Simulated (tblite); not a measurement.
C₅H₁₃NSSi.
Numbering: `[CH3:1][N:2]([CH2:3][CH:4]1[CH2:5][CH2:6]1)[SiH2:7][SH:8]` (hydrogens: H9, H10, H11 on C1; H12, H13 on C3; H14 on C4; H15, H16 on C5; H17, H18 on C6; H19, H20 on Si7; H21 on S8)

Geometry (GFN2-xTB, Å), atoms numbered from 1 in this order:
```xyz
21
C5H13NSSi angstrom
C      1.4821   -1.0025    1.2435
N      0.9031    0.1906    0.6678
C     -0.5125    0.3516    0.9210
C     -1.3885   -0.5099    0.0389
C     -1.7907   -0.0118   -1.3158
C     -2.8078   -0.1042   -0.2200
Si     1.6130    1.0718   -0.6165
S      3.7541    0.9175   -0.4619
H      1.1378   -1.9177    0.7511
H      2.5659   -0.9516    1.1618
H      1.2182   -1.0612    2.3020
H     -0.7034    0.1125    1.9745
H     -0.7675    1.4009    0.7571
H     -1.1942   -1.5714    0.1352
H     -1.4551    0.9709   -1.6111
H     -1.8462   -0.7154   -2.1324
H     -3.1614    0.8144    0.2233
H     -3.5611   -0.8747   -0.2789
H      1.3149    2.4818   -0.4125
H      1.3133    0.6378   -1.9858
H      3.8772   -0.2124   -1.1415
```

Calculated harmonic vibrations of the isolated species, GFN2-xTB (tblite), most abundant isotopes, no scaling. This tight-binding method is rough: wavenumbers can miss measured ones by several per cent, in bad cases by 10 to 20. Modes of hydrogen on silicon and sulfur can be 10 to 20 % off. One conformer, not necessarily the lowest.

Harmonic wavenumbers (cm⁻¹): 42.5, 45.3, 73.9, 109.4, 134.1, 149.2, 192.5, 248.9, 283.4, 318.2, 424.2, 482.2, 498.1, 516.9, 605.6, 705.8, 714.6, 771.4, 784.9, 800.7, 844.6, 878.9, 914.0, 1000.6, 1036.2, 1043.6, 1072.4, 1076.4, 1101.3, 1103.1, 1121.0, 1156.4, 1190.0, 1215.4, 1250.9, 1321.2, 1327.0, 1394.2, 1421.2, 1441.5, 1470.2, 1483.3, 1494.1, 1500.8, 2207.8, 2323.9, 2469.4, 2907.9, 2920.9, 2965.9, 2970.6, 3025.0, 3044.9, 3088.5, 3089.8, 3091.3, 3109.7.

A = 3216, B = 679.3, C = 607.8 MHz; mass 147.054 u (most abundant isotopes); point group C1, symmetry number 1.

Task: Zero-point energy?

Result: Half the sum of the wavenumbers: 36988 cm⁻¹ = 442.47 kJ/mol.

Task: Give the ideal-gas entropy at 500 K and 1 bar in the rigid-rotor, harmonic-oscillator model (classical rotation).

Result: Translation 181.85, rotation 131.43, vibration 244.79: S = 558.1 J/(mol K).

Task: And Cp and H(500 K) − H(0)?

Result: Cp = 262.10 J/(mol K), of which vibrations give 228.85 (their classical limit is 57 R = 473.9); H(500 K) − H(0) = 77.00 kJ/mol without the zero-point energy, 60.37 from vibrations.

Task: Which modes carry the vibrational entropy at 500 K?

Result: 42.5 cm⁻¹: 25.79; 45.3 cm⁻¹: 25.26; 73.9 cm⁻¹: 21.20; 109.4 cm⁻¹: 17.96; 134.1 cm⁻¹: 16.28; 149.2 cm⁻¹: 15.41 J/(mol K); the other 51 give 122.89 together.

Task: Blend soft modes into free rotors: weight 1/[1 + (100 cm⁻¹/ν̃)⁴] for the oscillator and the rest for a rotor with moment μB/(μ + B), μ = h/(8π²ν), B = 10⁻⁴⁴ kg m². What vibrational entropy results?

Result: 221.65 J/(mol K) in place of 244.79, which changes −T·S at 500 K by +11.57 kJ/mol.

Task: How do the functions run with temperature in this model?

Result: 
```tsv
T (K)	S (J/(mol K))	Cp (J/(mol K))	H − H(0) (kJ/mol)	G − H(0) (kJ/mol)	ln q(vib)
150	350.2	110.2	11.20	-41.33	4.28
250	416.5	153.9	24.36	-79.76	7.47
298.15	445.5	176.6	32.31	-100.52	8.94
400	504.0	222.9	52.70	-148.90	11.99
600	608.8	294.7	104.89	-260.40	17.79
900	742.6	364.2	204.59	-463.77	25.95
```

q(vib) and H(0) count from the zero-point level.

Task: What must be added to the electronic energy to get the Gibbs energy at 500 K and 1 bar?

Result: ZPE + [H(500 K) − H(0)] − T·S = 442.47 + 77.00 − 279.04 = 240.43 kJ/mol.

Hindered rotation and anharmonicity are outside this model. Other conformers, if any are populated, would add a mixing term that is left out. The structure is chiral; the term R ln 2 for an equal mix with its mirror image is left out.
